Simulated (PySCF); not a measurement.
# Assigning NMR signals

Cartesian coordinates in Å; atom numbers follow the order of the lines, from 1:
```xyz
16

N    -3.1106    0.3582   -0.7419
C    -1.9145    0.2010   -0.4146
C    -0.8879   -0.5501   -1.2199
Si    0.2884   -0.5535    0.2934
C     1.9557    0.2588    0.0360
C     3.0774   -0.2609    0.4937
F     4.2727    0.3229    0.3050
C    -1.1462    0.5907    0.8377
H    -3.6870    0.8638   -0.0719
H    -1.2720   -1.4848   -1.6189
H    -0.5529    0.0417   -2.0705
H     0.3893   -1.8195    1.0204
H     2.0184    1.1901   -0.5101
H     3.1710   -1.1803    1.0521
H    -1.6891    0.3738    1.7560
H    -0.9203    1.6571    0.8422
```

[PySCF 2.14.0 with density-fitted response routines: shielding tensors at PBE0/pcSseg-1 (GIAO); GFN2-xTB geometry; single conformer; relativity neglected; no solvent model]

Referencing at the same level of theory: 13C (σref 186.93) and 1H (σref 31.72) against TMS.

Problem. Assign these signals to the numbered atoms. 13C{1H} NMR (computed): δ 179.4 (C), 169.0 (CH), 107.3 (CH), 34.2 (CH2), 34.2 (CH2).

Solution. 
| δ (ppm) | atoms | environment | reason |
| --- | --- | --- | --- |
| 179.4 | C2 | C=N carbon | – |
| 169.0 | C6 | alkene CH | – |
| 107.3 | C5 | alkene CH | as expected for a trigonal carbon in a double bond |
| 34.2 | C8 | sp3 CH2 bonded to Si | – |
| 34.2 | C3 | sp3 CH2 bonded to Si | – |

C8 and C3 lie closer than the usual error of such a calculation, so a measured spectrum could show them in the other order.

Problem. Assign these signals to the numbered atoms. 1H NMR (400 MHz, computed): δ 10.61 (br s, 1H), 6.89 (m, 1H), 5.56 (m, 1H), 4.71 (m, 1H), 2.68 (m, 1H), 2.54 (m, 1H), 2.46 (m, 1H), 2.14 (m, 1H).

Solution. 
| δ (ppm) | atoms | environment | reason |
| --- | --- | --- | --- |
| 10.61 | H9 | hydrogen on an imine nitrogen | labile proton, position sensitive to the medium |
| 6.89 | H14 | hydrogen on an alkene CH | attached to an sp2 carbon and in the plane of the double bond |
| 5.56 | H13 | hydrogen on an alkene CH | – |
| 4.71 | H12 | hydrogen on a silicon bonded to 3 C, in a 4-membered ring | – |
| 2.68 | H11 | hydrogen on an sp3 CH2 bonded to Si | – |
| 2.54 | H10 | hydrogen on an sp3 CH2 bonded to Si | – |
| 2.46 | H16 | hydrogen on an sp3 CH2 bonded to Si | – |
| 2.14 | H15 | hydrogen on an sp3 CH2 bonded to Si | – |

H10 and H16 lie closer than the usual error of such a calculation, so a measured spectrum could show them in the other order.

Exchangeable OH/NH protons stand at their gas-phase positions; hydrogen bonding in a real sample shifts them, mostly to higher δ. Splittings by 19F in the carbon and heteronuclear signals aren't shown, as no couplings were computed. Shifts are as computed. Against solution values, carbons near 30 ppm lie about +3 ppm off and those near 130 ppm about +5 ppm. Of 1309 compounds with measured shifts, 239 miss one by over three times the rms of a fit or turn the order of signals round; such compounds aren't used in these exercises. Multiplicities follow the n + 1 count of equivalent neighbours, as no J values were calculated; m marks all less simple cases, F and P coupling included.
